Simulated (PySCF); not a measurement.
C3H9NO2Si.
Z-matrix (Å and degrees, PBE0-D3(BJ)/def2-SVP geometry), rows numbered from 1:
```
N 
C   1  1.4530
Si  2  1.8738  1  107.47
O   3  1.6753  2  112.38  1   -72.68
C   4  1.4146  3  109.67  2   120.90
C   5  1.5339  4  107.44  3   -23.19
O   6  1.4183  5  107.30  4    34.38
H   1  1.0178  2  110.20  3   -64.88
H   1  1.0168  2  111.84  3   175.67
H   2  1.1124  1  116.12  3   124.11
H   2  1.1048  1  109.82  3  -115.85
H   3  1.4894  2  112.41  1   158.84
H   5  1.1062  4  109.75  3    97.23
H   5  1.1018  4  109.69  3  -144.30
H   6  1.1016  5  111.76  4   154.58
H   6  1.1051  5  109.96  4   -84.56
```

The closed-shell ground state was solved at several levels (PySCF, density fitting, gas phase, non-relativistic).

```
              level  basis functions  HOMO (eV)  LUMO (eV)  gap (eV)  dipole (D)
CAM-B3LYP/def2-SVPD              222      -8.45       1.22      9.67        1.21
     B97-2/pcSseg-1              171      -6.61       0.91      7.52        1.24
```

Problem. What might PBE0/pcSseg-1 (171 basis functions) give for the same quantities?

Solution. HOMO -6.86 eV, LUMO 0.90 eV, gap 7.76 eV, dipole 1.25 D.

Problem. Over all these levels, which gives the widest orbital gap and which the narrowest?

Solution. CAM-B3LYP/def2-SVPD (range-separated hybrid) has the widest, 9.67 eV, and B97-2/pcSseg-1 (global hybrid, 21 % exact exchange) the narrowest, 7.52 eV. Functional and basis both differ between the two, so the spread mixes both effects.

Problem. How far do the dipole and the HOMO energy spread over the levels?

Solution. The dipole runs from 1.21 to 1.25 D (mean 1.23 D) and the HOMO from -8.45 to -6.61 eV.

One conformer stands for the species.
